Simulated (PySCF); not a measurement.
A GIAO shielding run with PySCF 2.14.0 with density-fitted response routines (density fitting, non-relativistic, gas phase) on SMILES C=CC[Si@H](N[SiH3])OC, C$_{4}$H$_{13}$NOSi$_{2}$:

```
$ OMP_NUM_THREADS=1 python probes_run.py task.json out

{"job": {"kind": "nmr", "xc": "PBE0", "basis": "pcSseg-1"}, "charge": 0, "multiplicity": 1}
C      3.640029     0.599211     0.615528
C      2.583449     0.862783    -0.132082
C      1.653099    -0.160883    -0.668622
Si     0.024076    -0.162571     0.304910
N     -0.916890    -1.534002    -0.187720
Si    -2.608827    -1.838909    -0.003579
O     -0.660072     1.255848    -0.077178
C     -1.871684     1.781142     0.371950
H      3.914148    -0.413859     0.863228
H      4.276601     1.374513     1.006994
H      2.322332     1.886339    -0.363449
H      1.450697     0.040802    -1.720319
H      2.106279    -1.148090    -0.594412
H      0.232821    -0.246211     1.757018
H     -0.396508    -2.276283    -0.623427
H     -3.029744    -1.301456     1.291536
H     -2.772852    -3.291272    -0.072932
H     -3.378543    -1.188078    -1.073020
H     -1.984457     2.780526    -0.051100
H     -2.704568     1.152347     0.048465
H     -1.888309     1.845045     1.462443
```

Hardware: 1 thread of an AMD EPYC 7R43 64-Core, shared host. The job also computes population analyses, field gradients.

Task: How large is the calculation?

Result: 80 electrons, 215 basis functions and 1157 auxiliary functions.

Task: How long does it take, and how much memory does it need?

Result: 52 s of wall time, with 13 SCF cycles and 4 response iterations; peak memory 0.91 GiB. Times on a shared host scatter by some tens of per cent.
